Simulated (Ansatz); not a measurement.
Rh, quartet (core potentials on Rh); Ansatz (a quantum-chemistry and plane-wave program) with B3LYP5/def2-SVPD.

Ansatz was given this input:
Ansatz 0.2 input:
```yaml
crystal:
  periodic: [false, false, false]
  atoms:
    - {symbol: Rh, position_ang: [0.00000000, 0.00000000, 0.00000000]}
basis:
  gaussian:
    orbitals: def2-SVPD
hamiltonian:
  xc: b3lyp5
magnetization: {spin_polarized: true, initial_magnetization: 3}
accuracy: high
```

It wrote (shortened):

```
Functional definition: B3LYP5
325 factors; integrals over basis functions are off by at most 2.0e-9 eV
mean field evaluation 1: about -3003.3366 eV, gradient 1.7e1 eV
mean field evaluation 2: about -3002.3341 eV, gradient 2.4e1 eV
mean field evaluation 4: about -3005.0969 eV, gradient 9.8e-1 eV
mean field evaluation 8: about -3005.2104 eV, gradient 2.2e-1 eV
mean field evaluation 16: about -3005.2151 eV, gradient 1.1e-3 eV
mean field evaluation 32: about -3005.2151 eV, gradient 2.1e-9 eV
mean field -3005.21508309 eV, -110.4396172955 hartree, gradient 2.1e-9 eV, S^2 3.750633; 2 other end points of the search recorded, 0 dependent functions left out
reference -3005.21510507 eV, -110.4396181032 hartree; 10, 7 occupied and 24, 27 virtual orbitals, 325 factors
Total energy: -3005.21510507 eV, -110.4396181032 hartree
```
